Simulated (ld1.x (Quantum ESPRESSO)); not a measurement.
**Before and after: TM potential for Tc**

technetium (Tc), norm-conserving Troullier–Martins (Kleinman–Bylander form), made with ld1.x (Quantum ESPRESSO) 7.5 (PBE, fully relativistic). Core [Ar] 3d10 4s2, reference 4p6 4d4 5s0 5p0 (charge +3). Waves: 5s (bound, empty): rc 1.95 bohr; 4p (bound): rc 1.45 bohr; 4d (bound): rc 2.25 bohr. Local part: all-electron potential smoothed inside 1.25 bohr (lloc = -1). Core correction: a·sin(br)/r model core inside 1.05 bohr.

Open shells are filled in proportion to 2j + 1 (rel_dist='average').

Change: all radii but the core radius scaled by about 0.87 (s 1.70, p 1.26, d 1.96 bohr); local potential all-electron potential smoothed inside 1.10 bohr (lloc = -1).

Cutoffs: the cutoffs (Ry, on a coarse ladder) from which the occupation-weighted sum of valence levels, in a spherical-Bessel basis at the reference potential, stays within 10 and 1 mRy of its value at 400 Ry; they do not see the model core or the augmentation charge, which bear on the density cutoff. Errors are all-electron minus pseudo energies relative to the spin-unpolarised reference configuration.

What does the change do?

The potential gets harder (60 Ry and 100 Ry → 80 Ry and 140 Ry); both files keep a bound ghost (s); of the 7 tests that both files solve, the error grows in 2 and shrinks in 1 by more than 15 % and 0.3 meV (median size 66.8 → 43.3 meV). A smaller radius makes the pseudo-wave follow the all-electron one further in, where it bends more sharply, so more plane waves are needed.

```csv
quantity,base,changed
"cutoff, loose",60 Ry,80 Ry
"cutoff, tight",100 Ry,140 Ry
loose cutoff by channel (10 mRy a level),"p 45 Ry, d 35 Ry","p 55 Ry, d 40 Ry"
bound ghosts,s,s
"error for 4p6 4d5 5s2 5p0, meV [ΔE -51.71 eV]",+108,+101
"error for 4p6 4d5 5s1 5p0, meV [ΔE -43.55 eV]",+50,+43
"error for 4p6 4d5 5s0 5p0, meV [ΔE -28.70 eV]",-5.9,-10
"error for 4p5 4d5 5s2 5p0, meV [ΔE -0.15 eV]",-98,+0.5
"error for 4p6 4d6 5s0 5p0, meV [ΔE -45.54 eV]",-22,-30
"error for 4p6 4d4 5s2 5p1, meV [ΔE -45.11 eV]",+84,+75
"error for 4p6 4d5 5s0 5p2, meV [ΔE -44.00 eV]",+67,+63
```

 A true bound ghost makes a file unfit for plane-wave use even where its test errors are small: the radial tests pick states by their node count and pass the ghost by.
